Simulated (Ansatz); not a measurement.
Calculated with Ansatz (gas phase, PBE0-D4/def2-TZVP geometries, no zero-point term in ΔE). CBS: MP2 limit from def2 TZ/QZ plus the TZ coupled-cluster correction, frozen cores. Functionals use def2-TZVPP. B3LYP here is the variant with VWN-RPA as its local correlation; programs differ in this. For Ge outer-core shells are correlated without core-valence functions, which leaves a few kJ/mol of doubt a bond. Scalar relativity is left out up to krypton. Each species was taken in one conformer, which may not be the lowest.

Consider the formal exchange of groups at a B–C bond: `ClBC[O][GeH3]` + CH₃NH₂ → `NCBCl` + `C[O][GeH3]`.

```
             level  ΔE (kJ/mol)  difference from CCSD(T)/CBS
            PBE-D4         -9.1                         -1.8
         r2SCAN-D4         -9.0                         -1.7
           PBE0-D4         -8.8                         -1.5
           ωB97M-V         -7.9                         -0.6
               PBE         -9.6                         -2.3
              PBE0         -9.5                         -2.2
             B3LYP         -8.4                         -1.1
SCS-MP2/def2-TZVPP         -6.9                          0.4
   CCSD/def2-TZVPP         -6.6                          0.7
     MP2/CBS(def2)         -8.8                         -1.5
       CCSD(T)/CBS         -7.3                            0
```

Largest T1 diagnostic among the species: 0.012.
